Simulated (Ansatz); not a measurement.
Ansatz (a program for electronic structure) input (B3LYP-D3(BJ)/def2-TZVP):

Ansatz 0.2 input:
```yaml
crystal:
  periodic: [false, false, false]
  atoms:
    - {symbol: C, position_ang: [-2.52971093, 0.05714897, -0.39430108]}
    - {symbol: C, position_ang: [-1.33455279, -0.62405913, 0.26435911]}
    - {symbol: C, position_ang: [-0.01600221, -0.01635351, 0.03044103]}
    - {symbol: O, position_ang: [-0.00418030, 1.19155242, -0.37852481]}
    - {symbol: C, position_ang: [1.24785494, -0.74800677, 0.25943247]}
    - {symbol: C, position_ang: [2.52233321, 0.08806350, 0.24169161]}
    - {symbol: H, position_ang: [-2.63704868, 1.08833915, -0.06303740]}
    - {symbol: H, position_ang: [-2.43609655, 0.04944614, -1.47989648]}
    - {symbol: H, position_ang: [-3.43660476, -0.48184017, -0.12816194]}
    - {symbol: H, position_ang: [-1.43489300, -0.61069924, 1.36369638]}
    - {symbol: H, position_ang: [-1.25954720, -1.68842051, 0.02161593]}
    - {symbol: H, position_ang: [1.13171233, -1.31513339, 1.18893125]}
    - {symbol: H, position_ang: [1.26856386, -1.52299558, -0.52170699]}
    - {symbol: H, position_ang: [3.38177233, -0.55646580, 0.41545845]}
    - {symbol: H, position_ang: [2.52369684, 0.84527644, 1.02813173]}
    - {symbol: H, position_ang: [2.69267191, 0.56600518, -0.72741104]}
    - {symbol: H, position_ang: [0.89968193, 1.55331009, -0.47916017]}
basis:
  gaussian:
    orbitals: def2-TZVP
hamiltonian:
  xc: b3lyp
  dispersion: d3bj
total_charge: 1
phonons: {temperatures: {t_min: 298.15, t_max: 298.15, t_step: 100}}
```

Output:

```
Functional definition: B3LYP
integrals: 0.19 GiB planned
1535 factors; their error is unknown
0.34 GiB of the device are held for the grids
1.45 GiB of device memory are held for the factors and their scratch space
mean field: 1.45 GiB planned
mean field evaluation 1: about -7387.1873 eV, gradient 9.9e1 eV
mean field evaluation 2: about -7377.9574 eV, gradient 1.1e2 eV
mean field evaluation 4: about -7407.5270 eV, gradient 9.5e0 eV
mean field evaluation 8: about -7407.6885 eV, gradient 1.1e-1 eV
mean field evaluation 16: about -7407.6549 eV, gradient 4.8e-4 eV
mean field -7407.65493997 eV, -272.2262979551 hartree, gradient 2.6e-5 eV, S^2 0.000000; 0 other end points of the search recorded, 0 dependent functions left out
the calculation of the forces begins
reference -7407.65522347 eV, -272.2263083734 hartree; 24, 24 occupied and 228, 228 virtual orbitals, 1535 factors
these checks for a lower state are left out or cut short: stability, starts, cluster_reference, orbital_swaps, neighbouring_geometries, increment
integrals: 0.19 GiB planned
1535 factors; their error is unknown
0.34 GiB of the device are held for the grids
1.45 GiB of device memory are held for the factors and their scratch space
mean field: 1.45 GiB planned
mean field -7407.65473285 eV, -272.2262903434 hartree, gradient 2.8e-6 eV, S^2 0.000000; 0 other end points of the search recorded, 0 dependent functions left out
the calculation of the forces begins
reference -7407.65501629 eV, -272.2263007597 hartree; 24, 24 occupied and 228, 228 virtual orbitals, 1535 factors
these checks for a lower state are left out or cut short: stability, starts, cluster_reference, orbital_swaps, neighbouring_geometries, increment
integrals: 0.19 GiB planned
1535 factors; their error is unknown
0.34 GiB of the device are held for the grids
1.45 GiB of device memory are held for the factors and their scratch space
mean field: 1.45 GiB planned
mean field evaluation 32: about -7407.6548 eV, gradient 1.1e-2 eV
mean field -7407.65483977 eV, -272.2262942727 hartree, gradient 2.8e-6 eV, S^2 0.000000; 0 other end points of the search recorded, 0 dependent functions left out
the calculation of the forces begins
reference -7407.65512332 eV, -272.2263046930 hartree; 24, 24 occupied and 228, 228 virtual orbitals, 1535 factors
these checks for a lower state are left out or cut short: stability, starts, cluster_reference, orbital_swaps, neighbouring_geometries, increment
integrals: 0.19 GiB planned
1535 factors; their error is unknown
0.34 GiB of the device are held for the grids
1.45 GiB of device memory are held for the factors and their scratch space
mean field: 1.46 GiB planned
mean field -7407.65477106 eV, -272.2262917475 hartree, gradient 2.8e-6 eV, S^2 0.000000; 0 other end points of the search recorded, 0 dependent functions left out
the calculation of the forces begins
reference -7407.65505453 eV, -272.2263021649 hartree; 24, 24 occupied and 228, 228 virtual orbitals, 1535 factors
these checks for a lower state are left out or cut short: stability, starts, cluster_reference, orbital_swaps, neighbouring_geometries, increment
integrals: 0.19 GiB planned
1535 factors; their error is unknown
0.34 GiB of the device are held for the grids
1.45 GiB of device memory are held for the factors and their scratch space
mean field: 1.45 GiB planned
mean field -7407.65476709 eV, -272.2262916019 hartree, gradient 2.8e-6 eV, S^2 0.000000; 0 other end points of the search recorded, 0 dependent functions left out
[...]
reference -7407.65517440 eV, -272.2263065704 hartree; 24, 24 occupied and 228, 228 virtual orbitals, 1535 factors
these checks for a lower state are left out or cut short: stability, starts, cluster_reference, orbital_swaps, neighbouring_geometries, increment
integrals: 0.19 GiB planned
1535 factors; their error is unknown
0.34 GiB of the device are held for the grids
1.45 GiB of device memory are held for the factors and their scratch space
mean field: 1.45 GiB planned
mean field -7407.65491834 eV, -272.2262971603 hartree, gradient 2.8e-6 eV, S^2 0.000000; 0 other end points of the search recorded, 0 dependent functions left out
the calculation of the forces begins
reference -7407.65520186 eV, -272.2263075793 hartree; 24, 24 occupied and 228, 228 virtual orbitals, 1535 factors
these checks for a lower state are left out or cut short: stability, starts, cluster_reference, orbital_swaps, neighbouring_geometries, increment
integrals: 0.19 GiB planned
1535 factors; their error is unknown
0.34 GiB of the device are held for the grids
1.45 GiB of device memory are held for the factors and their scratch space
mean field: 1.46 GiB planned
mean field evaluation 672: about -7407.6899 eV, gradient 6.8e-1 eV
mean field -7407.65490022 eV, -272.2262964944 hartree, gradient 2.8e-6 eV, S^2 0.000000; 0 other end points of the search recorded, 0 dependent functions left out
the calculation of the forces begins
reference -7407.65518370 eV, -272.2263069119 hartree; 24, 24 occupied and 228, 228 virtual orbitals, 1535 factors
these checks for a lower state are left out or cut short: stability, starts, cluster_reference, orbital_swaps, neighbouring_geometries, increment
integrals: 0.19 GiB planned
1535 factors; their error is unknown
0.34 GiB of the device are held for the grids
1.45 GiB of device memory are held for the factors and their scratch space
mean field: 1.45 GiB planned
mean field -7407.65484756 eV, -272.2262945589 hartree, gradient 2.8e-6 eV, S^2 0.000000; 0 other end points of the search recorded, 0 dependent functions left out
the calculation of the forces begins
reference -7407.65513100 eV, -272.2263049753 hartree; 24, 24 occupied and 228, 228 virtual orbitals, 1535 factors
these checks for a lower state are left out or cut short: stability, starts, cluster_reference, orbital_swaps, neighbouring_geometries, increment
integrals: 0.19 GiB planned
1535 factors; their error is unknown
0.34 GiB of the device are held for the grids
1.45 GiB of device memory are held for the factors and their scratch space
mean field: 1.46 GiB planned
mean field -7407.65486738 eV, -272.2262952874 hartree, gradient 2.8e-6 eV, S^2 0.000000; 0 other end points of the search recorded, 0 dependent functions left out
the calculation of the forces begins
reference -7407.65515093 eV, -272.2263057076 hartree; 24, 24 occupied and 228, 228 virtual orbitals, 1535 factors
these checks for a lower state are left out or cut short: stability, starts, cluster_reference, orbital_swaps, neighbouring_geometries, increment
integrals: 0.19 GiB planned
1535 factors; their error is unknown
0.34 GiB of the device are held for the grids
1.45 GiB of device memory are held for the factors and their scratch space
mean field: 1.45 GiB planned
mean field -7407.65482943 eV, -272.2262938927 hartree, gradient 2.8e-6 eV, S^2 0.000000; 0 other end points of the search recorded, 0 dependent functions left out
the calculation of the forces begins
reference -7407.65511294 eV, -272.2263043114 hartree; 24, 24 occupied and 228, 228 virtual orbitals, 1535 factors
these checks for a lower state are left out or cut short: stability, starts, cluster_reference, orbital_swaps, neighbouring_geometries, increment
integrals: 0.19 GiB planned
1535 factors; their error is unknown
0.34 GiB of the device are held for the grids
1.45 GiB of device memory are held for the factors and their scratch space
mean field: 1.45 GiB planned
mean field evaluation 704: about -7407.6548 eV, gradient 1.1e-2 eV
mean field -7407.65481016 eV, -272.2262931845 hartree, gradient 2.8e-6 eV, S^2 0.000000; 0 other end points of the search recorded, 0 dependent functions left out
the calculation of the forces begins
reference -7407.65509364 eV, -272.2263036024 hartree; 24, 24 occupied and 228, 228 virtual orbitals, 1535 factors
these checks for a lower state are left out or cut short: stability, starts, cluster_reference, orbital_swaps, neighbouring_geometries, increment
integrals: 0.19 GiB planned
1535 factors; their error is unknown
0.34 GiB of the device are held for the grids
1.45 GiB of device memory are held for the factors and their scratch space
mean field: 1.45 GiB planned
mean field -7407.65493803 eV, -272.2262978839 hartree, gradient 2.8e-6 eV, S^2 0.000000; 0 other end points of the search recorded, 0 dependent functions left out
the calculation of the forces begins
reference -7407.65522154 eV, -272.2263083025 hartree; 24, 24 occupied and 228, 228 virtual orbitals, 1535 factors
these checks for a lower state are left out or cut short: stability, starts, cluster_reference, orbital_swaps, neighbouring_geometries, increment
integrals: 0.19 GiB planned
1535 factors; their error is unknown
0.34 GiB of the device are held for the grids
1.45 GiB of device memory are held for the factors and their scratch space
mean field: 1.45 GiB planned
mean field -7407.65487202 eV, -272.2262954580 hartree, gradient 2.8e-6 eV, S^2 0.000000; 0 other end points of the search recorded, 0 dependent functions left out
the calculation of the forces begins
reference -7407.65515551 eV, -272.2263058760 hartree; 24, 24 occupied and 228, 228 virtual orbitals, 1535 factors
these checks for a lower state are left out or cut short: stability, starts, cluster_reference, orbital_swaps, neighbouring_geometries, increment
integrals: 0.19 GiB planned
1535 factors; their error is unknown
0.34 GiB of the device are held for the grids
1.45 GiB of device memory are held for the factors and their scratch space
mean field: 1.45 GiB planned
mean field -7407.65491915 eV, -272.2262971899 hartree, gradient 2.8e-6 eV, S^2 0.000000; 0 other end points of the search recorded, 0 dependent functions left out
the calculation of the forces begins
reference -7407.65520265 eV, -272.2263076082 hartree; 24, 24 occupied and 228, 228 virtual orbitals, 1535 factors
these checks for a lower state are left out or cut short: stability, starts, cluster_reference, orbital_swaps, neighbouring_geometries, increment
integrals: 0.19 GiB planned
1535 factors; their error is unknown
0.34 GiB of the device are held for the grids
1.45 GiB of device memory are held for the factors and their scratch space
mean field: 1.46 GiB planned
mean field -7407.65494250 eV, -272.2262980481 hartree, gradient 2.8e-6 eV, S^2 0.000000; 0 other end points of the search recorded, 0 dependent functions left out
the calculation of the forces begins
reference -7407.65522600 eV, -272.2263084664 hartree; 24, 24 occupied and 228, 228 virtual orbitals, 1535 factors
Total energy: -7408.22578286 eV, -272.2472760442 hartree
Atom 0 at    -2.529711     0.057149    -0.394301 Å, force    -0.000276     0.000133    -0.000227 eV/Å
Atom 1 at    -1.334553    -0.624059     0.264359 Å, force     0.000784     0.000179    -0.000717 eV/Å
Atom 2 at    -0.016002    -0.016354     0.030441 Å, force    -0.000513    -0.000452     0.000629 eV/Å
Atom 3 at    -0.004180     1.191552    -0.378525 Å, force    -0.000451     0.000585     0.000073 eV/Å
Atom 4 at     1.247855    -0.748007     0.259432 Å, force    -0.000406    -0.001169    -0.000276 eV/Å
Atom 5 at     2.522333     0.088064     0.241692 Å, force     0.000547     0.000543     0.000106 eV/Å
Atom 6 at    -2.637049     1.088339    -0.063037 Å, force     0.000030    -0.000327    -0.000105 eV/Å
Atom 7 at    -2.436097     0.049446    -1.479896 Å, force     0.000012     0.000025     0.000464 eV/Å
Atom 8 at    -3.436605    -0.481840    -0.128162 Å, force     0.000221     0.000073    -0.000029 eV/Å
Atom 9 at    -1.434893    -0.610699     1.363696 Å, force     0.000169    -0.000017    -0.000185 eV/Å
Atom 10 at    -1.259547    -1.688421     0.021616 Å, force    -0.000271     0.000218     0.000318 eV/Å
Atom 11 at     1.131712    -1.315133     1.188931 Å, force     0.000079     0.000387    -0.000047 eV/Å
Atom 12 at     1.268564    -1.522996    -0.521707 Å, force     0.000139     0.000459     0.000212 eV/Å
Atom 13 at     3.381772    -0.556466     0.415458 Å, force    -0.000076    -0.000046    -0.000056 eV/Å
Atom 14 at     2.523697     0.845276     1.028132 Å, force    -0.000166    -0.000213    -0.000164 eV/Å
Atom 15 at     2.692672     0.566005    -0.727411 Å, force    -0.000068    -0.000060     0.000140 eV/Å
Atom 16 at     0.899682     1.553310    -0.479160 Å, force     0.000245    -0.000317    -0.000137 eV/Å
Dipole moment:     0.349526    -0.119975     0.080208 e Å
Vibrations: 53.90 85.67 207.59 210.87 234.60 310.27 413.83 449.25 609.42 646.22 797.20 809.23 818.77 952.35 1014.70 1027.34 1041.49 1108.52 1111.81 1133.17 1241.69 1289.14 1305.54 1364.64 1398.53 1402.91 1427.35 1432.50 1476.68 1499.41 1501.03 1505.80 1510.47 1568.72 2963.93 2996.47 3031.11 3053.28 3059.78 3065.73 3097.05 3134.12 3135.05 3145.22 3597.33 cm⁻¹, zero-point energy 4.168329 eV
```

It need not be the lowest isomer of its formula.
